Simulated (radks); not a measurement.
The numbers below are computed, except where a source is named.
Problem. Ionisation of the chlorine ion Cl2+, [Ne] 3s2 3p3, to [Ne] 3s2 3p2 as the strength of local exchange is varied. Level of theory: scalar-relativistic Kohn-Sham, Slater X-alpha exchange (alpha = 2/3 is LDA exchange), no correlation, spin-polarised, spherical densities, finite nucleus; open shells are filled with parallel spins first; Fermi nuclear charge, rms radius 3.3654 fm (a radial shooting solver on a logarithmic mesh with Libxc functionals).

alpha  E(Cl2+) (hartree)  exchange (hartree)  IE (eV)  -e of the level emptied (eV)  <r> of it (bohr)
0.589         -454.67823           -21.80644   36.963                   30.509 (3p)             1.621
0.656         -457.16484           -24.39321   38.259                   31.763 (3p)             1.600
0.667         -457.57413           -24.81997   38.473                   31.972 (3p)             1.597
0.709         -459.13956           -26.45480   39.299                   32.773 (3p)             1.584
0.861         -464.84053           -32.44241   42.359                   35.752 (3p)             1.540
?             -469.72264           -37.61131   45.044                   38.377 (3p)             1.506

Which alpha was used in the last row?

Solution. alpha = 0.99. NIST Atomic Spectra Database: 39.8 +/- 0.11 eV (semi-empirical). The Delta-SCF value meets it near alpha = 0.73. Open shells are spherical and high-spin; term and fine-structure splittings are not resolved.
